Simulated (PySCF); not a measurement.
**Finite-field polarisability of In (indium, neutral)**

[Kr] 4d10 5s2 5p1, 2P determinant. Calculation: PySCF 2.14, in aug-cc-pVTZ-DK3 (8s7p5d2f, 68 functions); scalar relativity by spin-free X2C-1e. Frozen: [Kr] 4d10. Energy changes in a uniform field (μhartree):

| axis | F (au) | HF | MP2 | CCSD | CCSD(T) |
| --- | --- | --- | --- | --- | --- |
| x | 0.0018 | -97.814 | -97.262 | -95.871 | -96.025 |
| x | 0.0036 | -391.612 | -389.394 | -383.819 | -384.437 |
| y | 0.0014 | -100.865 | -99.144 | -97.810 | -97.885 |
| y | 0.0028 | -405.044 | -398.066 | -392.648 | -392.942 |

By symmetry the remaining axis equals x.

**Question.** Derive α along x at CCSD(T) from the two fields.

**Answer.** With ΔE = −αF²/2 − γF⁴/24, α = −(16 ΔE(F) − ΔE(2F))/(6F²) = 59.26 bohr³.

**Question.** And the mean polarisability at each level?

**Answer.** The components xx, yy, zz at CCSD(T) are 59.26, 99.76, 59.26, the third axis being equal by symmetry to one of the two computed. Means: HF 74.50, MP2 73.69, CCSD 72.67, CCSD(T) 72.76 bohr³. Reference: 65 ± 4 bohr³ (recommended; Schwerdtfeger and Nagle, table of static dipole polarizabilities (2023 update)).

CCSD(T) lies more than 5 % above the reference; correlation of the frozen inner shells, absent here, would lower it, and spin-orbit coupling is absent too.
